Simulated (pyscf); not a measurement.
9 silicon, germanium or tin steps of one kind (hydrogen shift, radical): barrier in kcal/mol, from the separated reactants or the lowest minimum found. Optimised with ωB97X-D3(BJ)/def2-SVP in PySCF. Functionals in def2-TZVP; the last column is ωB97M-D3(BJ)/def2-TZVP. Rows were drawn at random from the steps of this kind and element class whose saddle was verified and whose references are stable.

```tsv
step	PBE	B3LYP-D3(BJ)	M06-2X	ωB97M-D3(BJ)
•H₂C–SiH₂–CH₃ → H₃C–SiH•–CH₃	30.3	36.7	38.3	38.4
•H₂C–SiH(CH₃)–CH₃ → H₃C–Si•(CH₃)–CH₃	29.5	36.2	37.8	38.1
[HN–SiH=NH]• → [HN=Si–NH₂]•	23.9	30.0	27.9	28.3
H₃C–CH•–SiH₃ -> H₃C–CH₂–SiH₂•	33.5	39.4	40.8	40.9
•H₂C–CH₂–SiH₃ → H₃C–CH•–SiH₃	34.5	38.6	38.5	38.1
H₃Si–CH•–Cl → •H₂Si–CH₂–Cl	36.6	42.7	43.6	44.2
[O–SiH=O]• → [O=Si–OH]•	6.8	12.8	14.0	13.0
•O–SiH₂–SiH₃ -> HO–SiH₂–SiH₂•	16.5	21.1	20.2	20.9
H₂N–NH–SiH₂• -> •HN–NH–SiH₃	33.1	37.8	40.4	38.2
```

Differences from the last column (kcal/mol): PBE: mean -6.2, median -6.2, mean size 6.2, lower in 9 of 9; B3LYP-D3(BJ): mean -0.5, median -0.4, mean size 1.1, lower in 6 of 9; M06-2X: mean +0.2, median -0.1, mean size 0.6, lower in 6 of 9. PBE is closest for row 5 (3.6 kcal/mol apart) and farthest for row 2 (8.6 kcal/mol). PBE, r²SCAN and M06-2X carry no added dispersion term. The last column is a level with limits of its own. Each barrier is that of the saddle found.
